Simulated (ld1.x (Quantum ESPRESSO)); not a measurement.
Pseudopotential generation for selenium: TM, PBE, scalar-relativistic.

The input file (ld1.x (Quantum ESPRESSO) 7.5):

```
&input
   title='Se', zed=34., rel=1, dft='PBE', iswitch=3,
   config='[Ar] 3d10 4s2 4p3',
   nld=2, rlderiv=1.60, eminld=-4.0, emaxld=5.0, deld=0.02
 /
 &inputp
   pseudotype=2, tm=.true., lloc=0,
   nlcc=.true., new_core_ps=.true., rcore=1.35,
   file_pseudopw='Se.UPF', file_wfcaegen='ae.wfc', file_wfcncgen='nc.wfc', file_beta='beta', file_chi='chi'
 /
2
4P  2  1   3.00   0.00  1.45  1.45  0.0
4S  1  0   2.00   0.00  1.35  1.35  0.0
 &test
   configts(1)='4s2 4p3'
 /
```

Command:

```bash
ld1.x < Se.in > Se.out
```

Resulting log (shortened: banner, matrices, multipoles, cross overlaps and the repeated all-electron block are left out):

```
Program LD1 v.7.5
     --------------------------- All-electron run ----------------------------

     Se
     scalar relativistic calculation

     atomic number is 34.00
     dft =PBE   lsd =0 sic =0 latt =0  beta=0.20 tr2=1.0E-14
     Exchange-correlation= PBE
                           (   1   4   3   4   0   0   0)
     mesh =1211 r(mesh) =  99.34906 a.u. xmin = -7.00 dx = 0.01250
     1 Ry =  13.60569312 eV, c = 137.03599908

     n l     nl                  e(Ry)          e(Ha)          e(eV)
     1 0     1S 1( 2.00)      -919.8926      -459.9463    -12515.7760
     2 0     2S 1( 2.00)      -118.9025       -59.4513     -1617.7511
     2 1     2P 1( 6.00)      -104.6751       -52.3375     -1424.1767
     3 0     3S 1( 2.00)       -16.4649        -8.2324      -224.0162
     3 1     3P 1( 6.00)       -12.0157        -6.0078      -163.4816
     3 2     3D 1(10.00)        -4.6752        -2.3376       -63.6095
     4 0     4S 1( 2.00)        -1.9741        -0.9870       -26.8586
     4 1     4P 1( 3.00)        -1.1324        -0.5662       -15.4065

     final scf error:  6.0E-15 reached in  42 iterations

     Etot =   -4859.133820 Ry,   -2429.566910 Ha,  -66111.883602 eV

     Ekin =    4958.464064 Ry,    2479.232032 Ha,   67463.340421 eV
     Encl =  -11689.664758 Ry,   -5844.832379 Ha, -159045.991409 eV
     Eh   =    2047.085726 Ry,    1023.542863 Ha,   27852.020187 eV
     Exc  =    -175.018853 Ry,     -87.509426 Ha,   -2381.252802 eV

     normalization and overlap integrals

     s(1S/1S) =  1.000000  <r> =   0.0441  <r2> =    0.0026  r(max) =   0.0287
     s(2S/2S) =  1.000000  <r> =   0.1959  <r2> =    0.0453  r(max) =   0.1651
     s(2P/2P) =  1.000000  <r> =   0.1711  <r2> =    0.0359  r(max) =   0.1318
     s(3S/3S) =  1.000000  <r> =   0.5740  <r2> =    0.3793  r(max) =   0.5021
     s(3P/3P) =  1.000000  <r> =   0.5895  <r2> =    0.4077  r(max) =   0.5021
     s(3D/3D) =  1.000000  <r> =   0.6299  <r2> =    0.4961  r(max) =   0.4544
     s(4S/4S) =  1.000000  <r> =   1.7448  <r2> =    3.4774  r(max) =   1.4898
     s(4P/4P) =  1.000000  <r> =   2.1203  <r2> =    5.2098  r(max) =   1.7527

     ------------------------ End of All-electron run ------------------------

     --------------------- Generating NC pseudopotential ---------------------

      Generating local pot.: lloc=0, matching radius rcloc =   1.3500

      Computing core charge for nlcc:

       r > 1.36 : true rho core
      Core charge pseudized with two Bessel functions
      Integrated core pseudo-charge :   6.43

      Wfc   4P  rcut= 1.453  Using Troullier-Martins method

     ------------------- End of pseudopotential generation -------------------

     Computing logarithmic derivative in   1.59585
     Computing logarithmic derivative in   1.59585
     Computing the partial wave expansion
       no projector for channel:   0
     R is outside the sphere for l=    1 j= 0.00

     ---------------------- Testing the pseudopotential ----------------------

     Se
     scalar relativistic calculation

     atomic number is 34.00   valence charge is  6.00
     dft =PBE   lsd =0 sic =0 latt =0  beta=0.20 tr2=1.0E-14
     mesh =1211 r(mesh) =  99.34906 xmin = -7.00 dx = 0.01250

     n l     nl             e AE (Ry)        e PS (Ry)    De AE-PS (Ry)
     1 0     4S   1( 2.00)       -1.97407       -1.97408        0.00001
     2 1     4P   1( 3.00)       -1.13236       -1.13235       -0.00001

     eps = 1.8E-16  iter =  9

     Etot =   -4859.133820 Ry,   -2429.566910 Ha,  -66111.883602 eV
     Etotps =   -28.595927 Ry,     -14.297964 Ha,    -389.067407 eV

     Ekin =       5.560357 Ry,       2.780178 Ha,      75.652508 eV
     Encl =     -30.963073 Ry,     -15.481537 Ha,    -421.274073 eV
     Ehrt =      11.437297 Ry,       5.718649 Ha,     155.612358 eV
     Ecxc =     -14.608038 Ry,      -7.304019 Ha,    -198.752479 eV
     (Ecc =     -10.557351 Ry,      -5.278675 Ha,    -143.640076 eV)
     Epseu=      -0.022470 Ry,      -0.011235 Ha,      -0.305720 eV

     ---------------------- End of pseudopotential test ----------------------
```

Note: ghost state, extra bound levels that the all-electron valence spectrum of the same l lacks: p at -1051.3 eV. A true bound ghost makes a file unfit for plane-wave use.

Generation and configuration tests took about 1.4 s on one core of a shared server CPU.

Transferability test of the new file with ld1.x, input:

```
&input
   title='Se', zed=34., rel=1, dft='PBE', iswitch=2,
   config='[Ar] 3d10 4s2 4p3'
 /
 &test
   file_pseudo='Se.UPF', nconf=8,
   configts(1)='4s2 4p3',
   configts(2)='4s2 4p4',
   configts(3)='4s2 4p2',
   configts(4)='4s2 4p1',
   configts(5)='4s2 4p4.3',
   configts(6)='4s2 4p3.5',
   configts(7)='4s1 4p4',
   configts(8)='4s1 4p5'
 /
```

```bash
ld1.x < Se.test.in > Se.test.out
```

Pseudopotential blocks of its output, shortened (energy terms left out):

```
     ---------------------- Testing the pseudopotential ----------------------

     n l     nl             e AE (Ry)        e PS (Ry)    De AE-PS (Ry)
     1 0     4S   1( 2.00)       -1.97407       -1.97408        0.00001
     2 1     4P   1( 3.00)       -1.13236       -1.13235       -0.00001

     eps = 9.1E-15  iter =  8

     Etot =   -4859.133820 Ry,   -2429.566910 Ha,  -66111.883602 eV
     Etotps =   -28.595928 Ry,     -14.297964 Ha,    -389.067419 eV

     ---------------------- End of pseudopotential test ----------------------

          ---------------------- Testing the pseudopotential ----------------------

     n l     nl             e AE (Ry)        e PS (Ry)    De AE-PS (Ry)
     1 0     4S   1( 2.00)       -1.27058       -1.27002       -0.00056
     2 1     4P   1( 4.00)       -0.47858       -0.47834       -0.00024

     eps = 4.0E-15  iter =  9

     Etot =   -4859.930912 Ry,   -2429.965456 Ha,  -66122.728588 eV
     Etotps =   -29.392971 Ry,     -14.696486 Ha,    -399.911748 eV
     dEtot_ae =      -0.797092 Ry
     dEtot_ps =      -0.797044 Ry,   Delta E=      -0.000048 Ry

     ---------------------- End of pseudopotential test ----------------------

          ---------------------- Testing the pseudopotential ----------------------

     n l     nl             e AE (Ry)        e PS (Ry)    De AE-PS (Ry)
     1 0     4S   1( 2.00)       -2.76610       -2.76784        0.00175
     2 1     4P   1( 2.00)       -1.87154       -1.87253        0.00098

     eps = 3.2E-15  iter =  7

     Etot =   -4857.638255 Ry,   -2428.819128 Ha,  -66091.535400 eV
     Etotps =   -27.099717 Ry,     -13.549859 Ha,    -368.710435 eV
     dEtot_ae =       1.495565 Ry
     dEtot_ps =       1.496211 Ry,   Delta E=      -0.000645 Ry

     ---------------------- End of pseudopotential test ----------------------

          ---------------------- Testing the pseudopotential ----------------------

     n l     nl             e AE (Ry)        e PS (Ry)    De AE-PS (Ry)
     1 0     4S   1( 2.00)       -3.62504       -3.63012        0.00508  !
     2 1     4P   1( 1.00)       -2.67637       -2.67934        0.00297

     eps = 4.8E-15  iter =  8

     Etot =   -4855.369484 Ry,   -2427.684742 Ha,  -66060.667194 eV
     Etotps =   -24.828709 Ry,     -12.414354 Ha,    -337.811794 eV
     dEtot_ae =       3.764337 Ry
     dEtot_ps =       3.767219 Ry,   Delta E=      -0.002882 Ry

     ---------------------- End of pseudopotential test ----------------------

          ---------------------- Testing the pseudopotential ----------------------

     n l     nl             e AE (Ry)        e PS (Ry)    De AE-PS (Ry)
     1 0     4S   1( 2.00)       -1.08231       -1.08174       -0.00057
     2 1     4P   1( 4.30)       -0.30396       -0.30374       -0.00021

     eps = 9.0E-15  iter = 12

     Etot =   -4860.047981 Ry,   -2430.023990 Ha,  -66124.321392 eV
     Etotps =   -29.509990 Ry,     -14.754995 Ha,    -401.503869 eV
     dEtot_ae =      -0.914161 Ry
     dEtot_ps =      -0.914062 Ry,   Delta E=      -0.000098 Ry

     ---------------------- End of pseudopotential test ----------------------

          ---------------------- Testing the pseudopotential ----------------------

     n l     nl             e AE (Ry)        e PS (Ry)    De AE-PS (Ry)
     1 0     4S   1( 2.00)       -1.60936       -1.60897       -0.00039
     2 1     4P   1( 3.50)       -0.79310       -0.79290       -0.00020

     eps = 2.0E-16  iter =  9

     Etot =   -4859.614169 Ry,   -2429.807084 Ha,  -66118.419074 eV
     Etotps =   -29.076291 Ry,     -14.538145 Ha,    -395.603088 eV
     dEtot_ae =      -0.480348 Ry
     dEtot_ps =      -0.480363 Ry,   Delta E=       0.000015 Ry

     ---------------------- End of pseudopotential test ----------------------

          ---------------------- Testing the pseudopotential ----------------------

     n l     nl             e AE (Ry)        e PS (Ry)    De AE-PS (Ry)
     1 0     4S   1( 1.00)       -2.03685       -2.03844        0.00159
     2 1     4P   1( 4.00)       -1.18268       -1.18329        0.00060

     eps = 3.3E-16  iter =  9

     Etot =   -4858.285861 Ry,   -2429.142930 Ha,  -66100.346523 eV
     Etotps =   -27.747432 Ry,     -13.873716 Ha,    -377.523049 eV
     dEtot_ae =       0.847960 Ry
     dEtot_ps =       0.848496 Ry,   Delta E=      -0.000536 Ry

     ---------------------- End of pseudopotential test ----------------------

          ---------------------- Testing the pseudopotential ----------------------

     n l     nl             e AE (Ry)        e PS (Ry)    De AE-PS (Ry)
     1 0     4S   1( 1.00)       -1.33128       -1.33176        0.00048
     2 1     4P   1( 5.00)       -0.52385       -0.52384       -0.00001

     eps = 7.1E-15  iter =  7

     Etot =   -4859.131139 Ry,   -2429.565570 Ha,  -66111.847122 eV
     Etotps =   -28.593071 Ry,     -14.296536 Ha,    -389.028551 eV
     dEtot_ae =       0.002681 Ry
     dEtot_ps =       0.002857 Ry,   Delta E=      -0.000175 Ry

     ---------------------- End of pseudopotential test ----------------------
```
